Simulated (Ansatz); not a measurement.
`F[SiH](F)F` + H₂Se → `F[SiH](F)[SeH]` + H–F at 700 K and 1 bar (ligand exchange at the Si–F bond).

Program: Ansatz. Geometries: PBE0-D4/def2-TZVP. ΔE: electronic, gas phase. CCSD(T)/CBS adds triple-zeta CCSD(T) − MP2 to the extrapolated MP2 energy (def2 sets, frozen cores). This one scheme is used for every species. For Se outer-core shells are correlated without core-valence functions, which leaves a few kJ/mol of doubt a bond. Scalar relativity is left out up to krypton. One conformer a species, not always the lowest.

```tsv
species	CCSD(T)/CBS energy (Eh)	H − E (kJ/mol)	S (J/(mol·K))
`F[SiH](F)F`	-589.26725	92.9	344.3
H₂Se	-2401.89790	61.1	251.1
`F[SiH](F)[SeH]`	-2890.73294	117.8	411.1
H–F	-100.39570	45.2	198.5
```

H − E and S are ideal-gas, rigid-rotor, harmonic terms from PBE0-D4/def2-TZVP, for one conformer and one mirror image of each species. 1 Eh = 2625.50 kJ/mol, R = 8.31446 J/(mol·K).

**Question.** By hand: ΔE, ΔH, ΔS and ΔG.

**Answer.** ΔE = (-2890.73294) + (-100.39570) − (-589.26725) − (-2401.89790) = 0.03651 Eh = 95.9 kJ/mol. Δ(H − E) = 117.8 + 45.2 − 92.9 − 61.1 = 9.0, so ΔH = 104.9 kJ/mol. ΔS = 411.1 + 198.5 − 344.3 − 251.1 = 14.2 J/(mol·K). ΔG = 104.9 − 700 × (14.2)/1000 = 95.0 kJ/mol.

**Question.** By hand: the equilibrium constant, and the temperature at which ΔG would vanish if ΔH and ΔS stayed fixed.

**Answer.** log₁₀ K = −ΔG/(RT ln 10) = -7.1. ΔG = 0 at ΔH/ΔS = 7387 K, far beyond where these terms or the molecules hold.

The number of gas molecules stays the same, so ΔS is small and ΔH decides. A doubt of 5 kJ/mol in ΔE shifts log₁₀ K by 0.4 here. Other conformers and mirror images would add mixing entropy, several J/(mol·K) or more a flexible species. These are equilibria of isolated gas molecules and say nothing of rates. Largest T1 diagnostic: 0.012 (customary marks: 0.02 for closed shells, 0.045 for open ones).
